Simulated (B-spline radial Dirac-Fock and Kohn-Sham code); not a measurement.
Method: Dirac-Fock ΔSCF + Breit + QED. Computed with a radial B-spline solver. Correlation and solid-state effects are left out.

Q: Identify the element and charge state from the binding energies below (tabulated ground configuration; the least bound level is included).

```csv
level,binding energy (eV)
1s,30672.7
2s,5904.6
2p1/2,5601.1
2p3/2,5370.0
3s,2094.9
3p3/2,1920.6
3d,1752.3
```

A: Sn³⁰⁺: Z = 50 with 20 electrons, [Ar] 3d2. The hydrogen-like estimate √(E/Ry) = 47.5 for the K level lies 2.5 below Z (screening lowers it, relativity raises it); the outermost level, at 1752.3 eV, fixes the charge.

Q: Identify the element and charge state from the binding energies below (tabulated ground configuration; the least bound level is included).

```
level  binding energy (eV)
   2s               9690.7
3p1/2               2216.7
   4s                717.8
4d3/2                447.4
4d5/2                439.6
   5s                273.8
   4f                272.1
```

A: Ho¹³⁺: Z = 67 with 54 electrons, [Kr] 4d10 4f6 5s2.

Q: Identify the element and charge state from the binding energies below (tabulated ground configuration; the least bound level is included).

```
level  binding energy (eV)
   1s              40806.6
2p1/2               7728.9
2p3/2               7314.7
   3s               2922.0
3p1/2               2772.3
3p3/2               2676.4
   3d               2460.7
```

A: La³⁶⁺: Z = 57 with 21 electrons, [Ar] 3d3. The hydrogen-like estimate √(E/Ry) = 54.8 for the K level lies 2.2 below Z (screening lowers it, relativity raises it); the outermost level, at 2460.7 eV, fixes the charge.

Q: Identify the element and charge state from the binding energies below (tabulated ground configuration; the least bound level is included).

| level | binding energy (eV) |
| --- | --- |
| K | 20828.8 |
| L1 | 4827.2 |
| L2,3 | 4683.3 |

A: Zr³⁵⁺: Z = 40 with 5 electrons, [He] 2s2 2p1. The hydrogen-like estimate √(E/Ry) = 39.1 for the K level lies 0.9 below Z; the outermost level, at 4683.3 eV, fixes the charge.
